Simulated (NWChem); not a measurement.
CHO$_{2}$, doublet; SMILES [O]C=O

All runs: NWChem. Pople sets run with spherical d functions. Spin-unrestricted. The geometry was optimised at PBE0/def2-SVP, spin-unrestricted. No stability test was run on the SCF state. Level: M05-2X/6-31G* with COSMO at NWChem's default radii, gas-phase geometry; the question gives the dielectric constant. Reactions with the solvent are ignored.

**Question.** Estimate the computed values for dielectric constant 3.9. Quantities: electrostatic solvation energy (kcal/mol); dipole in solution (D).

**Answer.** 
```yaml
electrostatic solvation energy (kcal/mol): -3.6
dipole in solution (D): 2.15
```
